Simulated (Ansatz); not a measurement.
Two isomers of C4H3F3: A = `FC1=C(F)C(F)C1`, B = `F/C=C/C(F)=C\F`.

Gas-phase electronic energies from Ansatz, PBE0-D4/def2-TZVP geometries. CCSD(T)/CBS adds triple-zeta CCSD(T) − MP2 to the extrapolated MP2 energy (def2 sets, frozen cores). DFT in def2-TZVPP. B3LYP here is the variant with VWN-RPA as its local correlation; programs differ in this. Each species was taken in one conformer, which may not be the lowest.

**Question.** Which is lower in electronic energy at CCSD(T)/CBS, and by how much? (Estimate.)

**Answer.** The calculation gave: B, by 4.6 kcal/mol.

**Question.** Give E(B) − E(A) in kcal/mol with PBE0-D4, B3LYP, CCSD/def2-TZVPP, CCSD(T)/def2-SVP, CCSD(T)/def2-TZVPP, PBE-D4, MP2/def2-TZVPP. (Best estimate.)

**Answer.** Computed: PBE0-D4 -2.2, B3LYP -9.7, CCSD/def2-TZVPP -4.5, CCSD(T)/def2-SVP -7.2, CCSD(T)/def2-TZVPP -4.8, PBE-D4 -4.7, MP2/def2-TZVPP -2.6. None reverses the order clearly.

**Question.** Does the order hold for the free energy at 298.15 K (harmonic terms from PBE0-D4)? (An estimate is asked.)

**Answer.** Ansatz gave: Yes: G(B) − G(A) = -6.4 kcal/mol, for one conformer each.

Largest T1 diagnostic: 0.013.

From r2SCAN to r2SCAN0 (25 % exact exchange), in def2-TZVPP and without D4, E(B) − E(A) moves by +2.6 kcal/mol. In def2-TZVPP, CCSD(T) changes the Hartree–Fock value by +2.9 kcal/mol (the triples alone add −0.3 kcal/mol) and MP2 by +5.2 kcal/mol.
